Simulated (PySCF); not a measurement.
bismuth atom (Bi), quartet (core potentials on Bi); BHANDHLYP/def2-TZVP run with PySCF.

The PySCF input:
```python
from pyscf import gto, scf, dft

mol = gto.Mole()
mol.atom = '''
    Bi    0.000000    0.000000    0.000000
'''
mol.basis = 'def2-tzvp'
mol.ecp = {'Bi': 'def2-tzvp'}
mol.charge = 0
mol.spin = 3
mol.verbose = 4
mol.build()

mf = dft.UKS(mol)
mf.xc = 'bhandhlyp'
mf.kernel()
```

Output, abridged:

```
PySCF version 2.14.0

[INPUT] verbose = 4
[INPUT] num. atoms = 1
[INPUT] num. electrons = 23
[INPUT] charge = 0
[INPUT] spin (= nelec alpha-beta = 2S) = 3
[INPUT] symmetry False subgroup None
[INPUT] Mole.unit = angstrom
[INPUT] Symbol           X                Y                Z      unit          X                Y                Z       unit  Magmom
[INPUT]  1 Bi     0.000000000000   0.000000000000   0.000000000000 AA    0.000000000000   0.000000000000   0.000000000000 Bohr   0.0

nuclear repulsion = 0
number of shells = 16
number of NR pGTOs = 91
number of NR cGTOs = 50
basis = def2-tzvp
ecp = {'Bi': 'def2-tzvp'}

******** <class 'pyscf.dft.uks.UKS'> ********
method = UKS
initial guess = minao
damping factor = 0
level_shift factor = 0
DIIS = <class 'pyscf.scf.diis.CDIIS'>
diis_start_cycle = 1
diis_space = 8
diis_damp = 0
SCF conv_tol = 1e-09
SCF conv_tol_grad = None
SCF max_cycles = 50
direct_scf = True
direct_scf_tol = 1e-13
number electrons alpha = 13  beta = 10
XC library pyscf.dft.libxc version 7.1.2
    S. Lehtola, C. Steigemann, M. J. T. Oliveira, and M. A. L. Marques,  SoftwareX 7, 1–5 (2018)
XC functionals = bhandhlyp
    A. D. Becke,  J. Chem. Phys. 98, 1372 (1993)
    Defined through Gaussian implementation.
radial grids:
    Treutler-Ahlrichs [JCP 102, 346 (1995); DOI:10.1063/1.469408] (M4) radial grids

becke partition: Becke, JCP 88, 2547 (1988); DOI:10.1063/1.454033
pruning grids: <function nwchem_prune>
grids dens level: 3
symmetrized grids: False
atomic radii adjust function: <function treutler_atomic_radii_adjust>
small_rho_cutoff = 0
Set gradient conv threshold to 3.16228e-05
tot grids = 23448
init E= -179.668772088368

cycle= 1 E= -213.909627065409  delta_E= -34.2  |g|= 1.28  |ddm|= 7.92
cycle= 2 E= -214.259111256012  delta_E= -0.349  |g|= 0.928  |ddm|= 3.61
cycle= 3 E= -214.501798700818  delta_E= -0.243  |g|= 0.0162  |ddm|= 1.13
cycle= 4 E= -214.50206052955  delta_E= -0.000262  |g|= 0.00307  |ddm|= 0.0751
cycle= 5 E= -214.502070568406  delta_E= -1e-05  |g|= 0.000357  |ddm|= 0.0214
cycle= 6 E= -214.502070643539  delta_E= -7.51e-08  |g|= 4.01e-05  |ddm|= 0.00114
cycle= 7 E= -214.502070644521  delta_E= -9.82e-10  |g|= 1.88e-06  |ddm|= 0.000197
Extra cycle  E= -214.502070644523  delta_E= -2.19e-12  |g|= 8.03e-07  |ddm|= 7.62e-06
converged SCF energy = -214.502070644523  <S^2> = 3.7518004  2S+1 = 4.0009001
```
